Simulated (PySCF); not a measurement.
**Tm(55+) (thulium, charge +55): Hartree-Fock from Schrödinger to Dirac-Coulomb**

Occupied: 1s1/2, 2s1/2, 2p1/2, 2p3/2, 3s1/2, 3p1/2. Hartree-Fock calculated with PySCF 2.14 in an even-tempered Gaussian basis (20 s from 7 bohr⁻², ratio 2.3; 16 p from 8.4 bohr⁻², ratio 2.3), Gaussian nucleus throughout. NR is non-relativistic, sf-X2C the spin-free one-electron X2C Hamiltonian, X2C adds the bare one-electron spin-orbit term, X2C-SNSO screens it by Boettger's factors, DC is four-component Dirac-Coulomb, and the Gaunt term is added at first order (total energies over the DC spinors, levels after relaxing the spinors in that mean field). QED terms are absent. Levels marked empty are virtual spinors of this ion; the basis has s and p functions only, so 3d, which can lie below the n = 4 levels, is absent.

| Hamiltonian | E (hartree) | E − E(DC) (hartree) | CPU seconds |
| --- | --- | --- | --- |
| X2C | -10334.2485 | 3.3124 | 0.38 |
| X2C-SNSO | -10333.1637 | 4.3972 | 0.39 |
| DC | -10337.5609 | 0.0000 | 19 |
| DC+Gaunt | -10325.1942 | 12.3667 | 36 |

```tsv
level (eV)	X2C	X2C-SNSO	DC	DC+Gaunt
1s1/2	-63883.4	-63884.6	-63951.6	-63756.4
2s1/2	-14194.1	-14194.6	-14203.8	-14182.7
2p1/2	-13774.5	-13750.0	-13755.4	-13719.5
2p3/2	-12715.8	-12724.5	-12731.1	-12707.3
3s1/2	-5684.5	-5684.7	-5686.9	-5681.6
3p1/2	-5540.1	-5533.8	-5535.3	-5526.1
3p3/2 (empty)	-5157.0	-5159.3	-5160.7	-5154.8
4s1/2 (empty)	-2967.1	-2967.1	-2968.0	-2965.9
```

| interval (eV) | X2C | X2C-SNSO | DC | DC+Gaunt |
| --- | --- | --- | --- | --- |
| 2p3/2 − 2p1/2 | 1059 | 1026 | 1024 | 1012 |

Weight of the small component: 1s1/2 0.0669, 2s1/2 0.0154, 2p1/2 0.0153, 2p3/2 0.0141, 3s1/2 0.00592, 3p1/2 0.00585, 3p3/2 0.00548, 4s1/2 0.00298.

Koopmans' value for the highest occupied level at DC+Gaunt: 5526.1 eV, against an ionisation energy of 5527 ± 5 eV (theoretical estimate listed by NIST; NIST Atomic Spectra Database, ionization energies); the former lacks relaxation, correlation, QED and recoil.

The whole ladder took 61 s of wall time on 1 thread of AMD EPYC 7R43 64-Core Processor (shared host), launched as `OMP_NUM_THREADS=1 python relrun2.py TASK.json OUT` (a driver that calls PySCF for each Hamiltonian).
